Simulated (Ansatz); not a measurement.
Relaxation of CHBNSi (5 atoms, charge 0, multiplicity 2), to a largest force component of 0.02 eV/Å in at most 50 steps.

The calculation used UHF/def2-SVP (Ansatz).

```xyz
5
Properties=species:S:1:pos:R:3:forces:R:3
B -1.250 -0.175 -0.051 -1.25 -0.20 -0.46
Si -0.091 -0.945 1.333 0.30 0.15 0.26
C 0.508 0.084 -0.129 0.24 0.28 -0.19
N -0.521 0.954 -0.346 0.50 -0.21 0.48
H 1.353 0.083 -0.807 0.21 -0.03 -0.08
```

Question: Where does it end, and by what steps?

Answer: It converged. After 6 steps the energy has fallen by 0.095 eV; B1 moved furthest, 0.10 Å.

| step | energy less start (eV) | largest force component (eV/Å) | accepted |
| --- | --- | --- | --- |
| 0 | 0.0000 | 1.247 | yes |
| 1 | -0.0524 | 0.775 | yes |
| 2 | -0.0877 | 0.391 | yes |
| 3 | -0.0939 | 0.202 | yes |
| 4 | -0.0906 | 0.309 | no |
| 5 | -0.0949 | 0.035 | yes |
| 6 | -0.0950 | 0.013 | yes |

```xyz
5
Properties=species:S:1:pos:R:3
B -1.347 -0.172 -0.060
Si -0.086 -0.899 1.328
C 0.526 0.042 -0.168
N -0.497 0.909 -0.293
H 1.404 0.120 -0.806
```

Whether the end is a true minimum wasn't checked by a vibrational analysis.

Time of the run: 15 s on 1 CPU thread of a shared host.
